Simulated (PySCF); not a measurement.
CBrF2, doublet, at a GFN2-xTB geometry; HF/def2-SV(P) (PySCF).

PySCF was given this input:
```python
from pyscf import gto, scf

mol = gto.Mole()
mol.atom = '''
    F    -1.573528   -1.041142   -0.033772
    C    -0.893714    0.041814    0.312896
    F    -1.506749    1.128335   -0.132953
    Br    0.945279   -0.029589   -0.010767
'''
mol.basis = 'def2-sv(p)'
mol.charge = 0
mol.spin = 1
mol.verbose = 4
mol.build()

mf = scf.UHF(mol)
mf.conv_tol = 1e-4
mf.kernel()
```

Q: What does PySCF print? Leave out banner, timings and long lists.

A: 
```
PySCF version 2.14.0

[INPUT] verbose = 4
[INPUT] num. atoms = 4
[INPUT] num. electrons = 59
[INPUT] charge = 0
[INPUT] spin (= nelec alpha-beta = 2S) = 1
[INPUT] symmetry False subgroup None
[INPUT] Mole.unit = angstrom
[INPUT] Symbol           X                Y                Z      unit          X                Y                Z       unit  Magmom
[INPUT]  1 F     -1.573528000000  -1.041142000000  -0.033772000000 AA   -2.973536969335  -1.967473236782  -0.063819830679 Bohr   0.0
[INPUT]  2 C     -0.893714000000   0.041814000000   0.312896000000 AA   -1.688874693690   0.079017008173   0.591287745472 Bohr   0.0
[INPUT]  3 F     -1.506749000000   1.128335000000  -0.132953000000 AA   -2.847342948462   2.132244126761  -0.251244757439 Bohr   0.0
[INPUT]  4 Br     0.945279000000  -0.029589000000  -0.010767000000 AA    1.786318421303  -0.055915106300  -0.020346681183 Bohr   0.0

nuclear repulsion = 245.154826397751
number of shells = 30
number of NR pGTOs = 146
number of NR cGTOs = 74
basis = def2-sv(p)
ecp = {}

******** <class 'pyscf.scf.uhf.UHF'> ********
method = UHF
initial guess = minao
damping factor = 0
level_shift factor = 0
DIIS = <class 'pyscf.scf.diis.CDIIS'>
diis_start_cycle = 1
diis_space = 8
diis_damp = 0
SCF conv_tol = 0.0001
SCF conv_tol_grad = None
SCF max_cycles = 50
direct_scf = True
direct_scf_tol = 1e-13
number electrons alpha = 30  beta = 29
Set gradient conv threshold to 0.01
init E= -2807.94857452608

cycle= 1 E= -2808.42305245379  delta_E= -0.474  |g|= 0.567  |ddm|= 1.78
cycle= 2 E= -2808.52782614804  delta_E= -0.105  |g|= 0.365  |ddm|= 0.797
cycle= 3 E= -2808.582151756  delta_E= -0.0543  |g|= 0.0536  |ddm|= 0.284
cycle= 4 E= -2808.58594945121  delta_E= -0.0038  |g|= 0.023  |ddm|= 0.135
cycle= 5 E= -2808.58691455333  delta_E= -0.000965  |g|= 0.0114  |ddm|= 0.0784
cycle= 6 E= -2808.58723328944  delta_E= -0.000319  |g|= 0.006  |ddm|= 0.0466
cycle= 7 E= -2808.58733837212  delta_E= -0.000105  |g|= 0.00318  |ddm|= 0.0282
cycle= 8 E= -2808.58736713801  delta_E= -2.88e-05  |g|= 0.00146  |ddm|= 0.0151
Extra cycle  E= -2808.58737055805  delta_E= -3.42e-06  |g|= 0.00102  |ddm|= 0.00256
converged SCF energy = -2808.58737055805  <S^2> = 0.75881771  2S+1 = 2.0087984
```
